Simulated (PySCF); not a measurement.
**Core binding energy against partial charge**

C7H8.
Cartesian coordinates in Å at the PBE0-D3(BJ)/def2-SVP level; atoms count from 1:
```xyz
15
C7H8 angstrom
C      1.8773    0.6473   -0.2231
C      0.4371    0.2748   -0.0235
C     -0.5007    1.0820    0.8451
C     -1.6843    0.4598    0.7869
C     -1.4614   -0.7237   -0.1168
C     -0.3871   -0.3726   -1.1276
C     -0.0205   -1.1765    0.0151
H      2.4183    0.6608    0.7357
H      1.9680    1.6482   -0.6727
H      2.3854   -0.0679   -0.8870
H     -0.2288    1.9846    1.3925
H     -2.6227    0.7235    1.2734
H     -2.2433   -1.4431   -0.3717
H     -0.2768   -0.4801   -2.2076
H      0.4792   -2.1370    0.1480
```

Binding energies: delta-SCF UKS SCAN, pcX-2 on the ionised atom, pcseg-1 elsewhere, spin-free X2C in PySCF. Charges: PBE0/pcSseg-1 ground-state density, for the ionised atom.

```csv
atom,environment,C 1s (eV),Mulliken (e),IAO (e),Hirshfeld (e),ESP (e)
C3,alkene CH carbon,289.67,+0.011,-0.180,-0.070,-0.388
C4,alkene CH carbon,289.73,-0.021,-0.173,-0.068,-0.270
C6,sp3 carbon at a ring junction,290.47,+0.003,-0.150,-0.058,-0.239
C1,methyl carbon,290.73,-0.116,-0.418,-0.115,-0.572
C5,sp3 carbon at a ring junction,290.81,-0.192,-0.136,-0.040,-0.041
C2,sp3 carbon at a ring junction,290.89,-0.454,+0.025,+0.015,+0.436
```

How well does each charge scheme correlate with the binding energies over these sites?

ESP: r = 0.46, slope 0.7 eV per e; Hirshfeld: r = 0.34, slope 4.4 eV per e; IAO: r = 0.10, slope 0.4 eV per e; Mulliken: r = -0.71, slope -2.2 eV per e. On 6 points no scheme stands out.

The point-charge model writes a binding energy as kq + V + constant, with V the potential of the other atoms' charges at the site. What does it give with the IAO charges?

V = Σ 14.40 eV Å × q/r over all other atoms: +0.34 eV at C3, +0.20 eV at C4, +0.21 eV at C6, +5.07 eV at C1, -0.33 eV at C5, -3.65 eV at C2. Fitting binding energy − V to q gives k = 19.9 eV per e and leaves an rms residual of 0.47 eV, against 0.50 eV for the fit on q alone. The model has no term for differences in relaxation between sites.

Isolated species at its PBE0-D3(BJ)/def2-SVP geometry, gas phase.
